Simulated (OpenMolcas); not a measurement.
## V4+: moving or changing the point charges

V4+ among 6 point charges of -2 e arranged as an octahedron (Oh), 1.82 Å from the ion.
```
   1.8200    0.0000    0.0000  -2.00
   0.0000    1.8200    0.0000  -2.00
  -1.8200    0.0000    0.0000  -2.00
   0.0000   -1.8200    0.0000  -2.00
   0.0000    0.0000    1.8200  -2.00
   0.0000    0.0000   -1.8200  -2.00
```

- Program: OpenMolcas 26.06
- Method: SS-CASPT2, IPEA 0.25 Eh, imaginary shift 0.1 Eh (closed shells correlated: 3s 3p)
- Basis: ANO-RCC-VDZP [5s4p2d1f]
- Scalar Hamiltonian: DKH2, point nucleus
- Active space: 1 electron in 5 orbitals (3d)
- State averaging: 2S+1 = 2 even, 5 roots
- Spin-orbit coupling: state interaction with AMFI integrals over the reference wave functions

Runs around this geometry, states (labels of O, the rotations of Oh). Energies in cm-1 above the lowest state or level, χT in cm3 K/mol; under a threefold ground state the first gap can be a small split of the lowest multiplet, not the spin-orbit step; 10Dq is the gap between the two states.

| R (Å) | q (e) | Ground state | First state of that spin | 10Dq | First gap with spin-orbit (degeneracies) | χT at 300 K |
| --- | --- | --- | --- | --- | --- | --- |
| 1.66 | -1.6 | 2T2 | 2E 7870 | 7870 | 360 (4, 2) | 0.366 |
| 1.5 | -2 | 2T2 | 2E 15580 | 15576 | 340 (4, 2) | 0.374 |
| 1.82 | -2 | 2T2 | 2E 6290 | 6287 | 370 (4, 2) | 0.366 |

Taking |10Dq| as R^-n, n = -ln(6287 / 15576) / ln(1.82 / 1.5) = 4.7 between the shortest and longest distance. The point-charge formula for a cubic d site gives n = 5.

Roots that are degenerate in the reference are averaged as groups; the widest CASPT2 spread within a group is 21 cm-1 (the 2-fold group of multiplicity 2 near 6290 cm-1 above the lowest state of its run, R = 1.82, q = -2). Shifts and gaps below about the spread of the groups concerned are not significant. An orbital triplet at a regular site is open to Jahn-Teller coupling, which can distort the site and quench the lowest spin-orbit gaps and is left out. Free-ion shares, where given, are those of the reference states; single-state CASPT2 does not remix them. This field is weak: 10Dq is about 7870 cm-1, while octahedral complexes of 3d ions of charge 3 and more, computed by the same method with explicit ligands, had a median near 15000 cm-1. Ground spin and moment need not be those of a real site (figures for R = 1.66, q = -1.6; the like holds for R = 1.82, q = -2). This is an electrostatic model: the charges have no orbitals. No measured value stands beside these numbers.
